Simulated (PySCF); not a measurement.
C4H8F3O2 (charge +1).
SMILES: `C[O+](C)COC(F)(F)F`

Computed with TDDFT PBE0/def2-SVPD, vertical, gas phase, core orbitals frozen in the response (PySCF 2.14.0, density-fitted response routines). Isolated species at its GFN2-xTB geometry (one conformer only). Torsions of this conformer, `[CH3:1][O+:2]([CH3:3])[CH2:4][O:5][C:6]([F:7])([F:8])[F:9]`: C1–O2–C4–O5 -64°, O2–C4–O5–C6 162°, C4–O5–C6–F7 59°.

Orbital energies (eV): HOMO-3 -16.31, HOMO-2 -16.07, HOMO-1 -15.83, HOMO -14.70, LUMO -4.54, LUMO+1 -3.70, LUMO+2 -3.01.

Question: Among the lowest singlets, which states do these configurations lead, and at what energies: HOMO→LUMO+2, HOMO→LUMO+1, HOMO→LUMO, HOMO-1→LUMO, HOMO-3→LUMO?

Answer: 

| state | leading configuration | weight | Δε (eV) | E (eV) | E − Δε (eV) | f | other configurations |
| --- | --- | --- | --- | --- | --- | --- | --- |
| S1 | HOMO→LUMO | 0.97 | 10.15 | 8.71 | -1.44 | 0.0020 | – |
| S2 | HOMO-1→LUMO | 0.89 | 11.28 | 9.63 | -1.65 | 0.0068 | H-3→L (8%) |
| S3 | HOMO→LUMO+1 | 0.90 | 11.00 | 9.83 | -1.16 | 0.0024 | – |
| S4 | HOMO→LUMO+2 | 0.82 | 11.68 | 10.25 | -1.43 | 0.012 | – |
| S5 | HOMO-3→LUMO | 0.75 | 11.76 | 10.51 | -1.25 | 0.020 | – |

E − Δε runs from -1.65 to -1.16 eV. By orbital difference alone the order would be S1, S3, S2, S4, S5. Δε is the difference of the two orbital energies.

H and L stand for HOMO and LUMO. The other states: S6 10.59 eV, f 0.032, H→L+3 (70%), H→L+4 (21%).

Question: Pair triplets and singlets of the same leading configuration (75% or more in both) and give the splittings.

Answer: 

```tsv
configuration	triplet	E(T) (eV)	singlet	E(S) (eV)	E(S) − E(T) (eV)
HOMO→LUMO	T1	8.51	S1	8.71	+0.20
HOMO-1→LUMO	T2	9.03	S2	9.63	+0.60
```

The 2 triplets are Tamm–Dancoff values, the singlets full response.

Summed over the main configurations (up to three a state, each over 8%) of all 6 singlets, the electron leaves HOMO with weight 3.61, HOMO-1 with weight 0.89 and HOMO-3 with weight 0.83.
